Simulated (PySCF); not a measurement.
Vertical excitations of a molecule C₅H₃F from TDDFT-PBE/def2-SVPD run with PySCF, as energy in eV (oscillator strength): 5.46 (0.009), 5.51 (0.002), 5.87 (0.045), 6.28 (0.012), 6.47 (0.027), 6.70 (0.018), 6.71 (0.053), 6.93 (0.000), 7.02 (0.001), 7.32 (0.022). Lowest triplet (TDA): 4.75 eV. Geometry: B3LYP-D3(BJ)/def2-SVP. The values are those of a single conformer.

### Question
Pick the molecule that these values belong to.
A. C#CC(F)C#C
B. C#CC=C=CF
C. C#CC(F)=C=C

### Answer
A, C#CC(F)C#C
